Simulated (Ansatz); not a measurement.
Consider the redistribution: `OC[SiH](O)[SiH3]` + `C[S][AlH][F]` → `OC[SiH2]O` + `C[S][Al]([F])[SiH3]`.

Program: Ansatz. Geometries: PBE0-D4/def2-TZVP. ΔE: electronic, gas phase. CCSD(T)/CBS adds triple-zeta CCSD(T) − MP2 to the extrapolated MP2 energy (def2 sets, frozen cores). This one scheme is used for every species. DFT in def2-TZVPP. One conformer a species, not always the lowest.

`OC[SiH](O)[SiH3]`:

Z-matrix (Å, degrees):
```
C
Si 1 1.887
O 1 1.421 2 110.3
H 1 1.094 2 110.3 3 -118.3
H 1 1.101 2 111.2 3 123.9
Si 2 2.350 1 111.9 3 -170.1
O 2 1.664 1 106.8 3 -47.2
H 2 1.485 1 109.4 3 66.1
H 3 0.962 1 108.0 2 43.9
H 6 1.488 2 111.5 1 -173.9
H 6 1.491 2 109.8 1 66.3
H 6 1.489 2 110.4 1 -52.9
H 7 0.958 2 117.7 1 -89.4
```

`C[S][AlH][F]`:

Z-matrix (Å, degrees):
```
C
S 1 1.825
H 1 1.091 2 112.1
H 1 1.089 2 108.6 3 120.5
H 1 1.089 2 108.7 3 -120.5
Al 2 2.158 1 99.4 3 0.2
F 6 1.647 2 118.3 1 180.0
H 6 1.574 2 121.8 1 -0.1
```

`OC[SiH2]O`:

Z-matrix (Å, degrees):
```
C
Si 1 1.881
O 1 1.422 2 110.3
H 1 1.101 2 111.0 3 -123.9
H 1 1.094 2 110.6 3 118.3
O 2 1.658 1 107.3 3 47.6
H 2 1.492 1 111.0 3 168.9
H 2 1.482 1 110.8 3 -67.8
H 3 0.962 1 108.0 2 -44.8
H 6 0.957 2 117.7 1 92.1
```

`C[S][Al]([F])[SiH3]`:

Cartesian coordinates in Å:
```
C -1.893 -0.907 -0.142
S -0.649 -2.073 0.504
Al 1.139 -0.853 0.520
F 2.512 -1.606 1.046
Si 1.303 1.489 -0.165
H -1.483 0.090 -0.302
H -2.275 -1.290 -1.087
H -2.708 -0.840 0.577
H -0.032 2.124 -0.342
H 2.030 1.592 -1.461
H 2.056 2.272 0.852
```

```
             level  ΔE (kJ/mol)
            PBE-D4        -12.8
         r2SCAN-D4        -12.6
           PBE0-D4        -14.2
           ωB97X-V        -13.1
           ωB97M-V        -12.5
               PBE        -13.8
            r2SCAN        -12.8
SCS-MP2/def2-TZVPP        -15.3
```

Problem. What does CCSD(T)/CBS give? (Estimate.)

Solution. Computed: -15.2 kJ/mol. The listed levels differ from it by 2.4, 2.6, 1.0, 2.1, 2.7, 1.4, 2.4, -0.1 kJ/mol.

Largest T1 diagnostic among the species: 0.013.
